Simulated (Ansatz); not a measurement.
Input for Ansatz (an electronic-structure program): R-PBE0/def2-TZVPPD on CH8OSi (a complex), monomers drawn apart or pushed together. Files ending in .json are basis or fitting sets from the Basis Set Exchange.

Ansatz 0.2 input:
```yaml
crystal:
  periodic: [false, false, false]
  atoms:
    - {symbol: C, position_ang: [0.02095984, -0.15893327, 0.04741754]}
    - {symbol: H, position_ang: [-0.12485718, 0.64920731, 0.76244845]}
    - {symbol: H, position_ang: [-0.36763534, -1.08751784, 0.46417311]}
    - {symbol: H, position_ang: [-0.50721132, 0.07055819, -0.87726647]}
    - {symbol: H, position_ang: [1.08409483, -0.27439189, -0.16105996]}
    - {symbol: O, position_ang: [-0.04568589, 1.44303702, 4.69777816]}
    - {symbol: Si, position_ang: [-0.13102790, -0.13796913, 5.17685703]}
    - {symbol: H, position_ang: [0.72791251, 1.95463443, 4.94556960]}
    - {symbol: H, position_ang: [0.98767101, -0.93957419, 4.62365641]}
    - {symbol: H, position_ang: [-1.41723941, -0.64578490, 4.66310967]}
    - {symbol: H, position_ang: [-0.09446832, -0.25682380, 6.65587706]}
basis:
  gaussian:
    orbitals: def2-TZVPPD.json
hamiltonian:
  xc: {name: PBE0}
scf: {lower_state_search: off}
```

The log:

```
WARN ansatz: RAYON_NUM_THREADS=1 ignored (pool sized by the plan → 1); use --threads N
Functional definition: PBE0
these checks for a lower state are left out or cut short: stability, starts, cluster_reference, orbital_swaps, neighbouring_geometries, increment
integrals: 0.15 GiB planned
1152 factors; their error is unknown
mean field: 1.33 GiB planned
mean field evaluation 1: about -11079.0656 eV, gradient 6.8e1 eV
mean field evaluation 2: about -11069.4079 eV, gradient 9.7e1 eV
mean field evaluation 4: about -11087.6785 eV, gradient 3.6e0 eV
mean field evaluation 8: about -11087.7187 eV, gradient 5.2e-2 eV
mean field -11087.71874857 eV, -407.4661484843 hartree, gradient 7.5e-6 eV, S^2 0.000000; 0 other end points of the search recorded, 0 dependent functions left out
reference -11087.71879116 eV, -407.4661500492 hartree; 18, 18 occupied and 243, 243 virtual orbitals, 1152 factors
Total energy: -11087.71879116 eV, -407.4661500492 hartree
Checks for a lower state left out: stability, starts, cluster_reference, orbital_swaps, neighbouring_geometries, increment
```

The run converged.

Cost: about 4 core-seconds (a rough figure).
